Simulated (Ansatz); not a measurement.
## One arrangement of a pair

The pair of K⁺ (SMILES [K+], atom 1) and H₂S (SMILES S, atoms 2–4), both closed shells, in one local arrangement (a lower one may exist), relaxed at PBE0-D4/def2-TZVP:

```xyz
4
angstrom
K 0.1200 0.0320 -2.6594
S 0.2908 0.4113 0.5833
H -0.9824 0.3673 1.0096
H 0.5716 -0.8105 1.0663
```

Ansatz 0.2.0; basis: def2-TZVPPD, with def2-QZVPPD for the basis limit; cores frozen in the correlated methods. The outer core shell of Li, Na, Mg and K is correlated. The def2 sets are not built for correlating such inner shells, so the correlated values are less sure here. B3LYP uses VWN-RPA correlation. Extrapolation: Hartree–Fock as exp(−7.88 √X), correlation as X^−2.97. Interaction energies count from these two fragments, frozen as in the pair, with the counterpoise correction; negative means bound.

(1) What is the interaction energy by CCSD(T) at an estimated basis limit (MP2 extrapolated from triple and quadruple zeta, plus CCSD(T) − MP2 in triple zeta)? (To be estimated.)

(2) Which atoms make the shortest contact between the fragments?

The T1 diagnostic stays at or below 0.011.

Answers

(1) Computed: -10.38 kcal/mol. Hartree–Fock alone gives -9.00 kcal/mol at the basis limit. It counts from the two fragments frozen as in the pair.

The same quantity by other methods in triple zeta, and each one's difference from that estimate:
| method | E_int (kcal/mol) | difference |
| --- | --- | --- |
| PBE-D4 | -11.03 | -0.65 |
| revPBE-D4 | -10.37 | 0.01 |
| BLYP-D4 | -10.69 | -0.31 |
| r2SCAN-D4 | -10.19 | 0.19 |
| B97M-V | -10.24 | 0.14 |
| PBE0-D4 | -10.86 | -0.48 |
| B3LYP-D4 | -10.81 | -0.43 |
| HSE06-D4 | -10.88 | -0.50 |
| wB97X-V | -10.50 | -0.12 |
| wB97M-V | -10.37 | 0.01 |
| B2PLYP | -9.88 | 0.50 |
| HF | -8.89 | 1.49 |
| MP2 | -9.78 | 0.60 |
| CCSD | -9.42 | 0.96 |
| CCSD(T) | -9.50 | 0.89 |
Differences are method less estimate.

(2) K1 and S2, 3.27 Å apart.

Basis-set superposition shift (counterpoise-corrected less uncorrected): CCSD(T) 0.45; MP2 0.42; HF 0.06; PBE0-D4 0.09; wB97M-V 0.09 kcal/mol.

For scale, one of the runs: CCSD(T)/def2-TZVPPD, 121 basis functions, launched by `ansatz run in.yaml --threads 2 --pin off --events-out ev --progress --plain --max-ram 5222MiB`. The run took about 4.2 s on 2 CPU threads of an Intel Xeon Platinum 8259CL (shared host).
